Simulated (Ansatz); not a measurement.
Ansatz (a program for electronic structure) input:
A basis named .json is the Basis Set Exchange file of that set.

Ansatz 0.2 input:
```yaml
crystal:
  periodic: [false, false, false]
  atoms:
    - {symbol: Cu, position_ang: [-0.00000000, -0.00000000, -1.58419516]}
    - {symbol: I, position_ang: [0.00000000, 0.00000000, 0.86682377]}
basis:
  gaussian:
    orbitals: def2-QZVPP.json
hamiltonian:
  xc: {name: PBE0}
total_charge: 1
magnetization: {spin_polarized: true, initial_magnetization: 1}
```

**Question.** What final total energy does it print?

**Answer.** -1937.75974 Eh (PBE0/def2-QZVPP). The basis has 182 functions.

The spin state was set by rule; other spins were not relaxed.
